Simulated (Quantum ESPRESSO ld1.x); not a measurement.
The mercury ion Hg79+, 1 electrons, occupied as 1s1. All-electron calculation, Dirac Kohn-Sham, PBE, spin-unpolarised, spherical densities, point nucleus. Program: ld1.x of Quantum ESPRESSO 7.5.

Normalised radial functions P(r) = r R(r) (large component), r in bohr:

r,1s1/2
0.0007848,1.7388
0.0009064,1.9354
0.001055,2.1636
0.001219,2.4002
0.001419,2.6722
0.001638,2.9511
0.001907,3.2674
0.002203,3.5866
0.002564,3.9418
0.002962,4.2918
0.003448,4.6700
0.003982,5.0295
0.004635,5.3999
0.005353,5.7306
0.006232,6.0430
0.007197,6.2875
0.008379,6.4718
0.009677,6.5573
0.01127,6.5336
0.01301,6.3878
0.01515,6.0927
0.01749,5.6777
0.02036,5.1067
0.02352,4.4618
0.02738,3.7087
0.03162,2.9715
0.03681,2.2214
0.04251,1.5841
0.04949,1.0268
0.05715,0.6261
0.06654,0.3350

1s1/2: eigenvalue -95361 eV, 0 radial nodes, <r> = 0.0164 bohr, 90 % of the charge inside 0.0300 bohr.
